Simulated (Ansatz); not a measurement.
H4Si2, SMILES `[SiH][SiH3]` (lower singlet) (charge 0, multiplicity 1). This singlet lies 0.57 eV below the relaxed triplet at the level frozen-core CCSD(T)/cc-pVTZ // PBE0-D3(BJ)/def2-TZVP (Ansatz, a quantum-chemistry and plane-wave program).

Calculation: B3LYP/cc-pVTZ // PBE0-D3(BJ)/def2-TZVP in Ansatz.

Ansatz 0.2 input:
```yaml
crystal:
  periodic: [false, false, false]
  atoms:
    - { symbol: Si, position_ang: [1.737537, 0.462075, -0.554404] }
    - { symbol: Si, position_ang: [-0.552522, 0.188905, 0.036016] }
    - { symbol: H, position_ang: [2.015571, -0.869712, 0.138502] }
    - { symbol: H, position_ang: [-1.418315, 1.365985, -0.248473] }
    - { symbol: H, position_ang: [-0.758153, -0.209369, 1.458129] }
    - { symbol: H, position_ang: [-1.024119, -0.937885, -0.82977] }
basis:
  gaussian: { orbitals: cc-pVTZ }
hamiltonian:
  xc: b3lyp
```

Output:

```
Functional definition: B3LYP
808 factors; their error is unknown
mean field evaluation 1: about -15819.1123 eV, gradient 1.4e1 eV
mean field evaluation 2: about -15819.5029 eV, gradient 1.1e1 eV
mean field evaluation 4: about -15819.9948 eV, gradient 2.9e-1 eV
mean field evaluation 8: about -15820.0371 eV, gradient 2.3e-2 eV
mean field -15820.03714675 eV, -581.3756419369 hartree, gradient 3.1e-5 eV, S^2 0.000000; 0 other end points of the search recorded, 0 dependent functions left out
reference -15820.03738141 eV, -581.3756505602 hartree; 16, 16 occupied and 108, 108 virtual orbitals, 808 factors
Total energy: -15820.03738141 eV, -581.3756505602 hartree
```
